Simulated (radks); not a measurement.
The numbers below are computed, except where a source is named.
The neodymium ion Nd3+, configuration [Xe] 4f2 5d1 (not the ground configuration). Code: a radial shooting solver on a logarithmic mesh with Libxc functionals. Model: scalar-relativistic Kohn-Sham, PBE, spin-polarised, spherical densities, finite nucleus; open shells are filled with parallel spins first (spin-orbit coupling, left out, can overturn this in heavy ions); Fermi nuclear charge, rms radius 4.9123 fm.

Radial electron density D(r) = 4 pi r^2 rho(r):

r (bohr)  D(r) (e/bohr)   spin D(r)
0.001722          7.730  -0.0000320
0.001989          9.697  -0.0000401
0.002297          12.10  -0.0000499
0.002653          15.02  -0.0000618
0.003064          18.52  -0.0000761
0.003538          22.66  -0.0000928
0.004086          27.48   -0.000112
0.004719          32.99   -0.000135
0.00545           39.14   -0.000159
0.006294          45.82   -0.000187
0.007269          52.82   -0.000216
0.008328          59.45   -0.000245
0.009618          66.10   -0.000277
0.01111           71.88   -0.000311
0.01283           76.27   -0.000348
0.01481           78.82   -0.000392
0.01711           79.28   -0.000449
0.01976           77.78   -0.000527
0.02282           74.91   -0.000632
0.02635           71.78   -0.000762
0.03044           69.89   -0.000891
0.03515           70.74   -0.000942
0.04059           75.27   -0.000756
0.04688           83.22  -0.0000506
0.05414           92.85     0.00161
0.06253           101.1     0.00478
0.07221           104.7      0.0101
0.0834            101.8      0.0182
0.09631           93.45      0.0295
0.1112            83.65      0.0442
0.1285            77.76      0.0634
0.1484            78.99      0.0898
0.1713            85.57       0.130
0.1979            90.94       0.198
0.2285            87.88       0.314
0.2639            74.17       0.502
0.3048            55.04       0.780
0.352             39.66        1.15
0.4065            34.10        1.57
0.4695            36.70        1.97
0.5422            40.26        2.25
0.6262            38.61        2.33
0.7231            31.22        2.20
0.8285            22.52        1.95
0.9568            15.39        1.64
1.105             11.64        1.36
1.276             9.999        1.16
1.474             8.639        1.01
1.702             6.711       0.883
1.966             4.465       0.734
2.27              2.516       0.556
2.622             1.208       0.373
3.028            0.5021       0.218
3.497            0.1836       0.109
4.038           0.05925      0.0446
4.664           0.01642      0.0144
5.386          0.003686     0.00349
6.221         0.0006255    0.000613

D(r) has 4 maxima, at r = 0.0164, 0.0728, 0.204, 0.564 bohr, and minima at 0.0317, 0.135, 0.410 bohr, inside which lie 1.96, 11.17, 29.02 electrons.
